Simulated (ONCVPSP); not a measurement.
Cutoff test, caesium, ONCV

| Property | Result |
| --- | --- |
| Element | caesium |
| Generator | ONCVPSP 4.0.1 |
| Type | optimised norm-conserving Vanderbilt (ONCV) |
| Functional | LDA (Perdew-Zunger) |
| Relativity | scalar-relativistic |
| Frozen core | [Kr] 4d10 |
| Valence charge | 9 |
| Reference configuration | 5s2 5p6 6s1 |
| Partial waves | 5s+6s: rc 2.95 bohr, ncon 5, nbas 9, qcut 3.3 1/bohr, 2 projectors; 5p: rc 3.15 bohr, ncon 4, nbas 8, qcut 4.2 1/bohr, 1 projector; d scattering state at 0.16 Ha: rc 3.25 bohr, ncon 3, nbas 8, qcut 3.2 1/bohr, 1 projector |
| Local potential | polynomial inside 2.25 bohr (lpopt 5, dvloc0 2 Ha) |
| Core correction | none |

In the d channel the program set the typed energies aside and used 0.050 Ha.

Task: For each optimised wave give the share of its norm inside rc, the residual kinetic energy above qcut (Ha) and the cutoffs (Ha) for errors of 10, 1, 0.1 and 0.01 mHa per electron.

Result:

| wave | norm inside rc | residual KE | 10 mHa | 1 mHa | 0.1 mHa | 0.01 mHa |
| --- | --- | --- | --- | --- | --- | --- |
| 5s | 0.964 | 3.0e-04 | 1.6 | 4.4 | 14.0 | 25.5 |
| 6s | 0.061 | 1.4e-04 | 1.2 | 3.5 | 5.8 | 19.5 |
| 5p | 0.910 | 7.0e-08 | 3.0 | 4.0 | 4.9 | 5.6 |
| d projector 1 | 0.600 | 4.0e-05 | 2.8 | 3.8 | 5.1 | 10.0 |

The occupied waves need 4.4 Ha and 14 Ha for 1 and 0.1 mHa.
